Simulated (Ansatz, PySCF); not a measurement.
This PySCF input computes a SVWN5/def2-TZVPD energy:

```python
from pyscf import gto, scf, dft

mol = gto.M(
    atom='''
    Si   -0.28240955   -0.00421093    0.04468385
    Cl    0.27357850    1.82524574   -0.68514886
    Cl    0.22964948   -1.45668891   -1.30365629
    Cl    0.77043710   -0.34560730    1.77191046
    C    -2.07280685   -0.03793685    0.35390676
    H    -2.62357886    0.85758097    0.61335500
    H    -2.63815300   -0.96114887    0.32484049
    ''',
    basis='def2-tzvpd',
    charge=0,
    spin=1,
    verbose=4,
)

mf = dft.UKS(mol, xc='svwn').density_fit(auxbasis='def2-universal-jkfit')
mf.grids.level = 3
mf.conv_tol = 1e-9
mf.max_cycle = 100
mf.max_memory = 1500
mf.kernel()
if not mf.converged:
    mf = mf.newton()
    mf.kernel(mf.make_rdm1())
for _ in range(2):
    mo, _, stable, _ = mf.stability(return_status=True)
    if stable:
        break
    mf.kernel(mf.make_rdm1(mo, mf.mo_occ))
mf.analyze()
```

Question: Write an input for the same energy in Ansatz (a first-principles code) and say what it gives.

Answer: 
Ansatz 0.2 input:
```yaml
crystal:
  periodic: [false, false, false]
  atoms:
    - {symbol: Si, position_ang: [-0.28240955, -0.00421093, 0.04468385]}
    - {symbol: Cl, position_ang: [0.27357850, 1.82524574, -0.68514886]}
    - {symbol: Cl, position_ang: [0.22964948, -1.45668891, -1.30365629]}
    - {symbol: Cl, position_ang: [0.77043710, -0.34560730, 1.77191046]}
    - {symbol: C, position_ang: [-2.07280685, -0.03793685, 0.35390676]}
    - {symbol: H, position_ang: [-2.62357886, 0.85758097, 0.61335500]}
    - {symbol: H, position_ang: [-2.63815300, -0.96114887, 0.32484049]}
basis:
  gaussian:
    orbitals: def2-TZVPD
hamiltonian:
  xc: {name: SVWN5}
magnetization: {spin_polarized: true, initial_magnetization: 1}
output: {forces: true}
```
It gives -1703.61737 Eh, and PySCF -1703.61745 Eh, a difference of 0.08 mEh, from the treatment of integrals and grids.

It need not be the lowest isomer of its formula.
